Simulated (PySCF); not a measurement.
Job file and geometry (Å, from GFN2-xTB) of an NMR shielding run on `C[C@@H]1CC(=O)[C@@H]1B(F)F`, C$_{5}$H$_{7}$BF$_{2}$O, GIAO PBE0/pcSseg-1 NMR shielding, non-relativistic, gas phase in PySCF; density fitting, a coarse starting grid and PySCF grid level 2 are the driver's defaults:

```
$ OMP_NUM_THREADS=1 python probes_run.py task.json out

{"job": {"kind": "nmr", "xc": "PBE0", "basis": "pcSseg-1"}, "charge": 0, "multiplicity": 1}
C     -1.350513    -1.128397    -0.270976
C     -0.692563    -0.021936     0.530865
C     -0.675920     1.381212    -0.109813
C      0.790936     1.473567     0.208329
O      1.596234     2.353207     0.218886
C      0.863302    -0.005048     0.620386
B      1.732128    -0.838126    -0.395981
F      2.892416    -1.358671    -0.058322
F      1.409403    -1.024097    -1.659765
H     -2.426775    -0.971826    -0.299953
H     -0.977909    -1.148602    -1.290795
H     -1.155108    -2.095310     0.187201
H     -1.123181     0.005957     1.533452
H     -1.304874     2.151482     0.332165
H     -0.850800     1.360613    -1.184910
H      1.265623    -0.125080     1.627821
```

Q: What does the program print?

A: 
```
coarse grid: 14120 points
cycle   1  E = -493.7848216767  dE =  1.369e+00  |g| = 9.631e-01  |ddm| = 3.644e+00
cycle   2  E = -493.3680374074  dE =  4.168e-01  |g| = 1.801e+00  |ddm| = 2.234e+00
cycle   3  E = -493.9419293985  dE = -5.739e-01  |g| = 2.731e-01  |ddm| = 1.719e+00
cycle   4  E = -493.9566527578  dE = -1.472e-02  |g| = 6.369e-02  |ddm| = 2.313e-01
cycle   5  E = -493.9572516808  dE = -5.989e-04  |g| = 2.046e-02  |ddm| = 5.133e-02
cycle   6  E = -493.9573323885  dE = -8.071e-05  |g| = 4.847e-03  |ddm| = 1.655e-02
cycle   7  E = -493.9573365950  dE = -4.207e-06  |g| = 1.082e-03  |ddm| = 3.994e-03
final grid: 139272 points
cycle   8  E = -494.0311179340  dE = -5.480e-05  |g| = 1.358e-02  |ddm| = 3.332e-02
cycle   9  E = -494.0310195170  dE =  9.842e-05  |g| = 2.644e-02  |ddm| = 2.902e-02
cycle  10  E = -494.0311541320  dE = -1.346e-04  |g| = 2.518e-03  |ddm| = 2.031e-02
cycle  11  E = -494.0311553864  dE = -1.254e-06  |g| = 2.365e-04  |ddm| = 1.844e-03
cycle  12  E = -494.0311553971  dE = -1.069e-08  |g| = 1.091e-04  |ddm| = 3.383e-04
cycle  13  E = -494.0311553997  dE = -2.632e-09  |g| = 2.468e-05  |ddm| = 1.024e-04
cycle  14  E = -494.0311553998  dE = -1.269e-10  |g| = 5.142e-06  |ddm| = 2.090e-05
converged SCF energy = -494.0311553998

GIAO shielding tensors (ppm)
atom      isotropic    diamagn.    paramagn.     s11        s22        s33       span
  0 C      165.654     246.714     -81.060    154.063    158.985    183.914     29.851
  1 C      164.229     248.817     -84.588    144.719    166.609    181.359     36.641
  2 C      130.669     254.764    -124.095     97.078    144.457    150.472     53.394
  3 C      -18.121     251.676    -269.796   -110.814    -46.427    102.879    213.693
  4 O     -323.106     396.997    -720.103   -857.697   -417.579    305.957   1163.654
  5 C      128.635     260.270    -131.634     96.254    135.441    154.212     57.958
  6 B       75.229     192.523    -117.294     56.033     82.696     86.958     30.926
  7 F      229.056     465.909    -236.853     56.481    286.312    344.375    287.894
  8 F      240.312     470.467    -230.155     70.304    283.907    366.724    296.420
  9 H       30.256      28.980       1.276     25.976     27.778     37.012     11.036
 10 H       30.055      30.388      -0.333     25.814     29.830     34.520      8.705
 11 H       30.461      29.729       0.733     26.765     27.813     36.806     10.041
 12 H       29.223      31.959      -2.737     25.274     27.020     35.373     10.099
 13 H       28.490      30.009      -1.519     24.713     26.892     33.865      9.152
 14 H       28.737      30.876      -2.139     25.947     27.492     32.773      6.826
 15 H       28.293      32.186      -3.893     24.849     27.750     32.281      7.432
```

Size and cost of the density-fitted run: 188 basis functions, 40 s wall time on 1 thread of an Arm Neoverse V1, shared host; peak memory 0.84 GiB.
